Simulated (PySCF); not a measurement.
A calculated (PBE, PySCF 2.14, aug-cc-pVDZ, no relativity, point nucleus) atom or ion has these occupied shells.

```
shell  electrons  orbital energy (eV)  rms radius, mean of both spins (bohr)
 1s α          1              -8131.9                                 0.0634
 1s β          1              -8131.8                                 0.0634
 2s α          1              -972.47                                  0.269
 2s β          1              -971.30                                  0.269
 2p α          3              -850.11                                  0.240
 2p β          3              -849.23                                  0.240
 3s α          1              -117.93                                  0.806
 3s β          1              -115.45                                  0.806
 3p α          3              -80.583                                  0.851
 3p β          3              -78.125                                  0.851
 3d α          5              -19.019                                   1.13
 3d β          3              -17.166                                   1.13
 4s α          1              -13.567                                   2.74
```

(1) Name the element and its charge.

## Answers

(1) Ni⁺ (nickel, charge +1), in [Ar] 3d8 4s1, high-spin 4F determinant (an excited configuration).
